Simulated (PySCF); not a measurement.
Computed properties of HOZn, SMILES [OH][Zn+], charge +1

HOZn, SMILES [OH][Zn+], charge +1. The structure is a stationary point at B3LYP-D3(BJ)/def2-TZVP. The multiplicity is an assumed one; other spin states were not compared. The isomer is the one that the SMILES or the coordinates give; other isomers of the formula were not compared. One conformer was computed; it need not be the lowest. All values are computed for the isolated molecule unless a solvent is named; none is compared with measurement here.

**Structure.** The optimised structure has Cs symmetry. All 3 harmonic modes at B3LYP-D3(BJ)/def2-TZVP (PySCF) are real, so it is a minimum.

**Vibrations.** The strongest infrared lines (harmonic, unscaled, degenerate partners summed) lie at 3712 cm⁻¹ (230 km/mol, H 94 %), 902 cm⁻¹ (102 km/mol, H 93 %), 660 cm⁻¹ (4 km/mol, O 78 %, Zn 20 %). The softest mode is at 660 cm⁻¹ and the zero-point energy is 7.5 kcal/mol.

**Electronic structure.** CAM-B3LYP/def2-TZVPD (PySCF) places the frontier levels at -16.51 and -10.16 eV, a gap of 6.35 eV and a mean polarisability of 21.7 bohr³. PBE/def2-TZVPD (PySCF) at the same geometry gives -13.54 and -12.01 eV, so its gap is 4.82 eV narrower. An orbital gap is neither the optical nor the fundamental gap.

**Excitations.** TDA-B3LYP/def2-TZVPD (PySCF) has S1 at 1.98 eV (625 nm, f = 0.004, weak); the most intense of the 10 singlets computed lies at 8.58 eV (f = 0.21). T1 (TDA) is at 1.49 eV, 0.49 eV under S1. TDA-PBE/def2-TZVPD (PySCF) puts S1 at 1.75 eV.

**NMR.** GIAO shifts at PBE0/pcSseg-2 (PySCF) (non-relativistic, atoms alike by connectivity averaged): ¹H at 7.9 ppm against TMS.
